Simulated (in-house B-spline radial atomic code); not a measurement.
**As3+: [Ar] (3d3/2)3 (3d5/2)6 4s2 8s1 (an excited or competing configuration)**

All numbers are computed (Dirac-Hartree-Fock, average of the jj configuration; Fermi nucleus of rms radius 4.0968 fm) with a B-spline radial code for spherical atoms, not measured.

Z_r = [3n² - l(l+1)]/(2<r>); Z_e = n√(-2ε); the last column is Slater's effective charge. Values are occupation-weighted means over j.

| shell | electrons | ε (eV) | <r> (bohr) | Z_r | Z_e | Slater |
| --- | --- | --- | --- | --- | --- | --- |
| 1s | 2 | -12014 | 0.04548 | 32.98 | 29.72 | 32.70 |
| 2s | 2 | -1636.4 | 0.2017 | 29.74 | 21.93 | 28.85 |
| 2p | 6 | -1437.7 | 0.177 | 28.24 | 20.56 | 28.85 |
| 3s | 2 | -284.98 | 0.5897 | 22.89 | 13.73 | 21.75 |
| 3p | 6 | -220.34 | 0.6077 | 20.57 | 12.07 | 21.75 |
| 3d | 9 | -115.99 | 0.6393 | 16.42 | 8.76 | 12.20 |
| 4s | 2 | -61.855 | 1.659 | 14.47 | 8.53 | 8.20 |
| 8s | 1 | -5.7696 | 14.2 | 6.76 | 5.21 | 4.00 |

The least bound orbital is 8s1/2 at -5.77 eV, and it is also the most diffuse (<r> = 14.2 bohr). The part-filled 3d shell lies below the filled 4s shell in orbital energy.

For the 1s electron the small component carries 1.43 % of the norm, the zero-frequency Breit interaction raises the level by 17.87 eV, self-energy by 9.312 eV, and vacuum polarisation lowers it by 0.9154 eV.
